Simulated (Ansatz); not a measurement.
Mulliken charges of `[NH2][GeH]1[BH][O]1` from B3LYP/def2-TZVPP in Ansatz (PBE0-D4/def2-TZVP geometry).

```
atom   x (Å)   y (Å)   z (Å)  charge (e)
  N1  -0.712   1.448  -0.127      -0.399
 Ge2   0.609   0.289   0.290       0.279
  B3   0.276  -1.720   0.512       0.094
  O4   0.341  -1.526  -0.751      -0.295
  H5  -0.694   1.951  -0.999       0.148
  H6  -1.651   1.272   0.191       0.141
  H7   1.830   0.812  -0.487       0.001
  H8   0.093  -2.583   1.313       0.031
```

**Question.** By hand: the dipole of these point charges (1 e Å = 4.8032 D).

**Answer.** Σ q r = (0.049, 0.180, 0.321) e Å, of length 0.371 e Å = 1.78 D.

**Question.** How does the dipole of the full density compare? (An estimate is asked.)

**Answer.** Computed: (-0.156, 0.266, 0.194) e Å, 1.75 D; the point charges give 1.02 times that, at 41° from its direction.

Point charges leave out the atoms' own dipoles, such as those of lone pairs, and Mulliken's split depends on the basis, so the two needn't agree.

B3LYP here is the variant with VWN-RPA as its local correlation; programs differ in this.
